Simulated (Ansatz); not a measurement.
Total energies of (AgH)4 ring (Ag₄H₄) from Ansatz at r2SCAN-D4/def2-TZVP, gas phase (1 Eh = 27.2114 eV = 2625.5 kJ/mol). The reference geometry is relaxed at PBE0-D4/def2-SVP.

```json
{"state": "charge 0 singlet", "geometry": "reference", "energy (Eh)": "-590.66166"}
{"state": "charge 1 doublet", "geometry": "reference", "energy (Eh)": "-590.34015"}
{"state": "free Ag atom (doublet)", "geometry": "–", "energy (Eh)": "-147.01662"}
{"state": "free H atom (doublet)", "geometry": "–", "energy (Eh)": "-0.49993"}
```

In the def2 sets Ag takes a core potential; there is no spin–orbit coupling.

Work out the vertical ionisation energy to the doublet.

E(charge 1 doublet) − E(charge 0 singlet) = -590.34015 − (-590.66166) = 0.32151 Eh = 8.75 eV. For comparison, −ε of the highest occupied level is 6.36 eV at this level, 2.39 eV less.

What is the binding energy per atom against free atoms?

Atoms: 4 × (-147.01662) + 4 × (-0.49993) = -590.06620 Eh. Binding: -590.06620 − (-590.66166) = 0.59546 Eh = 16.20 eV, or 2.03 eV for each of 8 atoms (no zero-point energy, no counterpoise term).

At r2SCAN-D4/def2-TZVP the gap within one spin of the charge 1 doublet nearly closes, so an electron or hole may be smeared out by delocalisation error.
